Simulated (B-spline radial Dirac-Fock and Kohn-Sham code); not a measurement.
Calculated with an atomic code on a B-spline grid, using a relativistic independent-particle model: LDA orbitals of the hole state, radiative multipoles to third order, Auger rates from the Coulomb interaction with a continuum orbital, Dirac-Fock energies. Free neutral atoms.

Question: Order these holes by fluorescence yield, smallest first.
A. Sr K (1s)
B. Rh K (1s)
C. Ir L2 (2p1/2)
D. Ir K (1s)
E. W M4 (3d3/2)

Answer: E (0.0204), C (0.323), A (0.691), B (0.807), D (0.964).
